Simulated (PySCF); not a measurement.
Job file and geometry (Å, from PBE0-D3(BJ)/def2-SVP) of an NMR shielding run on `C1CCN(/C=C/O[SiH3])C1`, C6H13NOSi, GIAO PBE0/pcSseg-1 NMR shielding, non-relativistic, gas phase in PySCF 2.14.0, density-fitted response routines; density fitting, a coarse starting grid and PySCF grid level 2 are the driver's defaults:

```
$ OMP_NUM_THREADS=1 python probes_run.py task.json out

{"job": {"kind": "nmr", "xc": "PBE0", "basis": "pcSseg-1"}, "charge": 0, "multiplicity": 1}
Si     3.938032     0.445489     0.717047
O      2.989036     0.995395    -0.539244
C      1.648654     0.805517    -0.713222
C      0.823946     0.263279     0.206161
N     -0.530860     0.089120     0.070369
C     -1.310399    -0.751555     0.956217
C     -2.534148    -1.115838     0.117505
C     -2.676010     0.074433    -0.828126
C     -1.226451     0.422821    -1.145556
H      5.330492     0.836782     0.373816
H      3.534926     1.068633     2.016535
H      3.822507    -1.040165     0.854459
H      1.299870     1.160241    -1.685434
H      1.227110    -0.068106     1.169882
H     -1.603506    -0.210432     1.878627
H     -0.745826    -1.646521     1.271798
H     -2.329181    -2.030169    -0.463031
H     -3.430183    -1.302805     0.726736
H     -3.158802     0.918491    -0.309066
H     -3.269296    -0.148423    -1.726416
H     -1.089203     1.488805    -1.403643
H     -0.842722    -0.165423    -2.008075
```

Question: Write the output of this run.

Answer: 
```
coarse grid: 18352 points
cycle   1  E = -655.1669773948  dE =  1.161e+00  |g| = 6.412e-01  |ddm| = 4.184e+00
cycle   2  E = -655.0450561026  dE =  1.219e-01  |g| = 1.028e+00  |ddm| = 1.534e+00
cycle   3  E = -655.2457858269  dE = -2.007e-01  |g| = 1.385e-01  |ddm| = 1.080e+00
cycle   4  E = -655.2490951547  dE = -3.309e-03  |g| = 6.935e-02  |ddm| = 1.862e-01
cycle   5  E = -655.2502076159  dE = -1.112e-03  |g| = 2.072e-02  |ddm| = 7.821e-02
cycle   6  E = -655.2502986315  dE = -9.102e-05  |g| = 5.201e-03  |ddm| = 1.935e-02
cycle   7  E = -655.2503042604  dE = -5.629e-06  |g| = 5.436e-04  |ddm| = 4.052e-03
final grid: 171216 points
cycle   8  E = -655.3136706540  dE = -4.326e-05  |g| = 1.115e-02  |ddm| = 3.532e-02
cycle   9  E = -655.3136387357  dE =  3.192e-05  |g| = 1.674e-02  |ddm| = 2.270e-02
cycle  10  E = -655.3136963976  dE = -5.766e-05  |g| = 2.627e-03  |ddm| = 1.532e-02
cycle  11  E = -655.3136979757  dE = -1.578e-06  |g| = 3.691e-04  |ddm| = 2.536e-03
cycle  12  E = -655.3136980005  dE = -2.481e-08  |g| = 1.592e-04  |ddm| = 4.253e-04
cycle  13  E = -655.3136980060  dE = -5.538e-09  |g| = 4.170e-05  |ddm| = 1.923e-04
cycle  14  E = -655.3136980064  dE = -3.529e-10  |g| = 1.238e-05  |ddm| = 4.638e-05
converged SCF energy = -655.3136980064

GIAO shielding tensors (ppm)
atom      isotropic    diamagn.    paramagn.     s11        s22        s33       span
  0 Si     392.493     877.860    -485.367    345.573    355.054    476.852    131.279
  1 O      279.280     392.341    -113.061    228.431    266.242    343.167    114.736
  2 C       56.701     255.443    -198.742     -7.676     72.144    105.635    113.311
  3 C       61.773     256.495    -194.722    -20.098     77.297    128.120    148.218
  4 N      196.397     331.506    -135.110    139.989    174.133    275.067    135.078
  5 C      132.485     243.336    -110.851    100.329    128.896    168.230     67.900
  6 C      156.096     251.375     -95.279    134.702    164.982    168.605     33.903
  7 C      155.394     250.558     -95.164    133.081    165.987    167.115     34.034
  8 C      137.135     244.841    -107.706    118.512    129.239    163.654     45.143
  9 H       26.514      26.778      -0.264     23.089     24.795     31.657      8.567
 10 H       26.366      28.670      -2.304     23.476     24.870     30.752      7.276
 11 H       26.456      28.989      -2.533     23.740     25.001     30.626      6.885
 12 H       25.483      33.103      -7.620     20.942     24.703     30.805      9.863
 13 H       25.406      35.387      -9.981     21.663     24.017     30.538      8.875
 14 H       27.973      30.488      -2.515     22.832     26.212     34.876     12.045
 15 H       28.346      31.096      -2.750     23.855     27.437     33.748      9.894
 16 H       29.629      30.881      -1.252     25.189     27.515     36.184     10.995
 17 H       29.584      28.673       0.911     25.163     26.619     36.969     11.807
 18 H       29.449      30.328      -0.879     24.938     27.168     36.241     11.303
 19 H       29.443      28.856       0.587     25.042     26.564     36.724     11.682
 20 H       28.596      31.079      -2.484     24.202     27.167     34.418     10.217
 21 H       28.780      31.779      -2.999     24.475     26.850     35.016     10.541
```

Question: Turn these shieldings into chemical shifts. Referencing at the same level of theory: ²⁹Si (351.99 ppm) and ¹³C (184.41 ppm) and ¹H (31.27 ppm) against TMS; ¹⁷O (334.56 ppm) against H2O; ¹⁵N (265.67 ppm) against NH3.

Answer: Averaging equivalent atoms: Si 0: -40.5; O 1: 55.3; C 2: 127.7; C 3: 122.6; C 5/8: 49.6; C 6/7: 28.7; N 4: 69.3; H 13: 5.86; H 12: 5.78; H 9/10/11: 4.82; H 14/15/20/21: 2.84; H 16/17/18/19: 1.74 ppm. Experimental scales use liquid or dissolved standards, which lie at an offset from isolated NH3 (liquid NH3: subtract about 20 ppm) and H2O (liquid H2O: subtract about 36 ppm).

Size and cost of the density-fitted run: 225 basis functions, 53 s wall time on 1 thread of an Arm Neoverse V2, shared host; peak memory 1.1 GiB.
